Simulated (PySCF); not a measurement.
Mayer bond orders and bond lengths

C6H7F.
Atom-mapped SMILES: `[CH2:1]=[C:2]([F:3])[C:4]#[C:5][CH2:6][CH3:7]` (hydrogens: H8, H9 on C1; H10, H11 on C6; H12, H13, H14 on C7)

Structure used (GFN2-xTB), in Å, numbered top down from 1:
```xyz
14
C6H7F angstrom
C      2.9871   -0.8598    0.0235
C      2.3442    0.3001    0.0459
F      3.0419    1.4573    0.1671
C      0.9452    0.4715   -0.0475
C     -0.2374    0.6830   -0.1217
C     -1.6707    0.8434   -0.2171
C     -2.3687   -0.5110   -0.3504
H      4.0583   -0.9015    0.0997
H      2.4448   -1.7812   -0.0710
H     -1.8979    1.4705   -1.0846
H     -2.0258    1.3631    0.6779
H     -2.1522   -1.1353    0.5135
H     -3.4451   -0.3721   -0.4195
H     -2.0246   -1.0286   -1.2431
```

Bond orders from the PBE0/pcSseg-1 density (PySCF). Geometry: GFN2-xTB; no solvent, vibrations or thermal averaging.

Problem. Where do the orders between heavy atoms depart from those drawn in the SMILES?

Solution. The largest departure is 0.643, at C4–C5 (drawn triple, 2.357). Drawn single, order above 1.12: C5–C6 (1.139). Drawn double or triple, more than 0.30 short of the drawn order: C4–C5 (2.357).

Problem. Set the Mayer orders of the bonds beside their lengths.

Solution. 
| bond | drawn as | length (Å) | Mayer order |
| --- | --- | --- | --- |
| C1–C2 | double | 1.326 | 1.868 |
| C2–F3 | single | 1.357 | 0.961 |
| C2–C4 | single | 1.413 | 1.087 |
| C4–C5 | triple | 1.204 | 2.357 |
| C5–C6 | single | 1.445 | 1.139 |
| C6–C7 | single | 1.529 | 1.057 |
| C1–H8 | single | 1.075 | 0.935 |
| C1–H9 | single | 1.073 | 0.950 |
| C6–H10 | single | 1.094 | 0.915 |
| C6–H11 | single | 1.094 | 0.915 |
| C7–H12 | single | 1.088 | 0.967 |
| C7–H13 | single | 1.088 | 0.965 |
| C7–H14 | single | 1.088 | 0.967 |

Bonds between the same two heavy elements. C–C: lowest C6–C7 (1.057, 1.529 Å), highest C4–C5 (2.357, 1.204 Å); in 1 of the 10 pairs the longer bond (by over 0.003 Å) has the higher order (by 0.02 or more).

Problem. Sum the orders of all bonds at each heavy atom with more than one neighbour and set the sums beside the valence in the SMILES.

Solution. C1 3.753 (drawn 4), C2 3.916 (drawn 4), C4 3.444 (drawn 4), C5 3.496 (drawn 4), C6 4.026 (drawn 4), C7 3.956 (drawn 4). Orders between atoms that aren't bonded are not in these sums.

For a closed shell the Mayer order of atoms A and B is Σ (PS)μν (PS)νμ over the basis functions μ on A and ν on B, with P the density and S the overlap matrix.
